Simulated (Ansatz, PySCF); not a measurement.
Reaction (SMILES): FB(Br)Br [dibromo(fluoro)borane] + 3 [H][H] (H2) → B (BH3) + 2 Br (HBr) + F (HF)
Geometries: B3LYP-D3(BJ)/def2-TZVP minima from Ansatz (a quantum-chemistry and plane-wave program).

Quantity: energy of full hydrogenation (electronic energy difference), in kcal/mol. Valence correlation only, unless marked. Spin-orbit coupling is left out. Frozen are the shells of the preceding noble gas and the d and f shells that filled before the atom's block. No relativistic terms. CBS(X,Y): correlation extrapolated as X^-3; Hartree-Fock from the larger set (for Q and 5 zeta extrapolated as (X+1)exp(-9√X)).

| level | program | energy of full hydrogenation (kcal/mol) |
|---|---|---|
| HF-D3(BJ)/def2-TZVPD | PySCF + dftd3 | 52.9 |
| r2SCANh/def2-TZVPD | Ansatz | … |
| wB97M-V/def2-TZVPD | Ansatz | … |
| CCSD(T)/CBS(cc-pVQZ,cc-pV5Z) | Ansatz | 57.6 |

Problem. Some entries are withheld; supply them.

Solution. 
- r2SCANh/def2-TZVPD, energy of full hydrogenation (kcal/mol): 62.4
- wB97M-V/def2-TZVPD, energy of full hydrogenation (kcal/mol): 57.9
